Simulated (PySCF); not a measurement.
An unknown gives this computed stick spectrum. Theory: TDDFT PBE0/def2-SVPD, vertical, gas phase, core orbitals frozen in the response (PySCF 2.14.0, density-fitted response routines). Geometries: GFN2-xTB, one conformer each.

| state | λ (nm) | f |
| --- | --- | --- |
| S1 | 236.7 | 0.0041 |
| S2 | 214.7 | 0.191 |
| S3 | 200.0 | 0.0040 |
| S4 | 195.1 | 0.016 |
| S5 | 193.0 | 0.0046 |
| S6 | 185.1 | 0.264 |

**Question.** Which candidate is it? All have the formula C7H7ClO.
A. `C#C[C@@H]1[C@@H]2O[C@@H]2C[C@@H]1Cl`
B. `COC1=CC=C/C1=C\Cl`
C. `COC1=CC=C/C1=C/Cl`
D. `OCc1ccc(Cl)cc1`

**Answer.** D. Its S1 lies at 5.24 eV; the nearest of the others has S1 at 6.49 eV. S1 is HOMO→LUMO+1 (70%), HOMO-1→LUMO (29%). Löwdin shares by element: HOMO carbon 45% or more, chlorine 23% (atoms not listed hold the other 32%); LUMO carbon 61% or more (atoms not listed hold the other 39%). At the same level the other candidates give, for their lowest levels:
- `COC1=CC=C/C1=C\Cl`: 441 nm (f 0.021); 249 nm (f 0.443); 220 nm (f 0.005); 217 nm (f 0.001); 217 nm (f 0.000); T1 1.88 eV; HOMO -5.90, LUMO -2.01 eV
- `COC1=CC=C/C1=C/Cl`: 439 nm (f 0.017); 248 nm (f 0.445); 231 nm (f 0.000); 220 nm (f 0.004); 214 nm (f 0.000); T1 1.89 eV; HOMO -5.84, LUMO -1.95 eV
- `C#C[C@@H]1[C@@H]2O[C@@H]2C[C@@H]1Cl`: 191 nm (f 0.000); 185 nm (f 0.002); 183 nm (f 0.005); 181 nm (f 0.001); 177 nm (f 0.006); T1 5.34 eV; HOMO -7.46, LUMO 0.39 eV

The values belong to the conformer `[OH:1][CH2:2][c:3]1[cH:4][cH:5][c:6]([Cl:7])[cH:8][cH:9]1`: O1–C2–C3–C4 86°, H–O1–C2–C3 -55°.
Triplets come from the Tamm–Dancoff approximation.
